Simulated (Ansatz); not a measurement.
Computed with Ansatz on PBE0-D4/def2-TZVP structures; ΔE is electronic, products minus reactants. CCSD(T)/CBS is the MP2 limit (def2-TZVPP, def2-QZVPP) plus CCSD(T) − MP2 in def2-TZVPP, frozen cores. This one scheme is used for every species. DFT in def2-TZVPP. B3LYP here is the variant with VWN-RPA as its local correlation; programs differ in this. For Ge, Se outer-core shells are correlated without core-valence functions, which leaves a few kJ/mol of doubt a bond. Scalar relativity is left out up to krypton. One conformer a species, not always the lowest.

Consider the formal hydrolysis of a Ge–C bond: `[CH3][GeH2][Se]C` + H₂O → `C[Se][GeH2][OH]` + CH₄.

(1) Is it downhill or uphill in electronic energy at CCSD(T)/CBS, and by how much? (Estimate.)

(2) What do these levels give: PBE0-D4, ωB97X-V, B2PLYP, r2SCAN, PBE0, B3LYP, HF/def2-TZVPP, MP2/def2-TZVPP, SCS-MP2/def2-TZVPP, CCSD(T)/def2-TZVPP, MP2/CBS(def2), CCSD/CBS(def2)? (An estimate is asked.)

Largest T1 diagnostic among the species: 0.011.

Answers

(1) Ansatz gave: Downhill: ΔE = -42.5 kJ/mol.

(2) Ansatz gave: PBE0-D4 -44.5, ωB97X-V -51.4, B2PLYP -54.6, r2SCAN -54.8, PBE0 -46.8, B3LYP -56.7, HF/def2-TZVPP -60.5, MP2/def2-TZVPP -45.6, SCS-MP2/def2-TZVPP -50.6, CCSD(T)/def2-TZVPP -46.2, MP2/CBS(def2) -41.8, CCSD/CBS(def2) -42.6 kJ/mol.

From PBE to PBE0 (25 % exact exchange), in def2-TZVPP and without D4, ΔE moves by +3.3 kJ/mol. In def2-TZVPP, CCSD(T) changes the Hartree–Fock value by +14.2 kJ/mol (the triples alone add +0.1 kJ/mol) and MP2 by +14.8 kJ/mol.
